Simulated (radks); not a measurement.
Question: Species: Cd I. Configuration: [Kr] 4d10 5s2. All-electron calculation, Dirac Kohn-Sham, PBE, spin-unpolarised, spherical densities, finite nucleus; Fermi nuclear charge, rms radius 4.6087 fm. Program: a radial shooting solver on a logarithmic mesh with Libxc functionals.

Spin-orbit splittings of the eigenvalues, e(l+1/2) - e(l-1/2), with zeta = 2 splitting/(2l+1) and mean radii in bohr:

| shell | occ. | splitting (eV) | zeta (eV) | <r> j=l-1/2 | <r> j=l+1/2 |
|---|---|---|---|---|---|
| 2p | 6 | ? | ? | 0.1112 | 0.1164 |
| 3p | 6 | 34.37 | 22.91 | 0.3494 | 0.3604 |
| 3d | 10 | 6.984 | 2.794 | 0.3327 | 0.3362 |
| 4p | 6 | 5.823 | 3.882 | 0.9392 | 0.9703 |
| 4d | 10 | 0.6964 | 0.2786 | 1.277 | 1.298 |
| 5p | 0 | 0.1728 | 0.1152 | 4.399 | 4.638 |

Estimate the 2p splitting.

Answer: 192.5 eV (zeta = 128.3 eV).
